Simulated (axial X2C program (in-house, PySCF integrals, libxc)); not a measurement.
# Spin–orbit effects down a group: molecules with Al, B97-3

All values come from calculations with an in-house all-electron X2C program for linear molecules (integrals from PySCF), spin-free (one-electron X2C) or two-component (2c: spin–orbit coupling with atomic mean-field Coulomb and Gaunt terms, which also bring small scalar terms), in Dyall basis sets with cores contracted in-house; open shells are unrestricted.

Basis sets: Al dyall-v3z, H dyall-v3z, K dyall-cv3z, Na dyall-cv3z.

| molecule | spin-free state | Re (Å) | ωe (cm⁻¹) | De (eV) | 2c state | Re 2c (Å) | ωe 2c (cm⁻¹) | De 2c (eV) |
| --- | --- | --- | --- | --- | --- | --- | --- | --- |
| AlH | M_S = 0, Λ = 0 | 1.664 | 1658.2 | 3.10 | Ω = 0 | 1.664 | 1657.9 | 3.10 |
| NaAl | M_S = 0, Λ = 0 | 3.131 | 193.3 | 0.88 | Ω = 0 | 3.132 | 193.3 | 0.88 |
| KAl | M_S = 1, Λ = 1 | 3.377 | 146.9 | 0.55 | Ω = 2 | 3.377 | 146.9 | 0.55 |

Question: Work out the shifts from the spin-free to the two-component result.

Answer: 

```
molecule  2c state  ΔRe (Å)  Δωe (cm⁻¹)  ΔDe (eV)
     AlH     Ω = 0    0.000        -0.3      0.00
    NaAl     Ω = 0    0.001         0.0      0.00
     KAl     Ω = 2    0.000         0.0      0.00
```

Shifts of one unit in the last digit are rounding.

Each entry is the lowest single determinant of a limited PBE0 search at one distance. De goes to single-determinant-based atoms at the same level (for ions the charge split of lowest energy) and is withheld (n/a) where an atom does not fit its ground term or J level. Main or longest-lived isotopes. One determinant is a doubtful description, or other states lie close, for NaAl, KAl; these need not be ground states, and all values refer to the states named. Some open-shell Ω = 0 determinants are out of reach, so the Ω given for KAl need not be the lowest component. With several unpaired electrons the Ω given is that of one determinant, not necessarily of the lowest component. Some light 2c atoms are not at their ground J level, so De misses part of their lowering (0.04 eV or less). The functionals have no current term, which raises determinants with orbital currents. Where the atoms have a lower orbital projection than the molecule, De at mean-field level may be about a tenth of an eV too small.
